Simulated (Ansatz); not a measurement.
Basis-set extrapolation for CH7BOSi (`OBC[SiH3]`) (PBE0-D4/def2-TZVP geometry, frozen core, Ansatz 0.2.0). Multiplicity 1, RHF reference.

```
                      def2-TZVPP   def2-QZVPP
                 HF  -430.551466  -430.567403
    MP2 correlation    -0.647486    -0.693695
CCSD(T) correlation    -0.717466      not run
```

Energies in hartree. Use E(X) = E(∞) + A·exp(−7.88·√X) for Hartree–Fock and E(X) = E(∞) + B·X^(−2.97) for correlation, with X = 3 and 4, and add CCSD(T) minus MP2 of the smaller set to the MP2 limit.

**Question.** What is the CCSD(T) energy at the basis-set limit?

**Answer.** HF limit: -430.567403 + (-0.015937) × 0.13774 = -430.56960. MP2 limit: -0.693695 + (-0.046209) × 0.74074 = -0.72792. Higher-order term: -0.717466 − (-0.647486) = -0.06998. Total: -431.36750 hartree, 2.68 eV below CCSD(T)/def2-TZVPP.
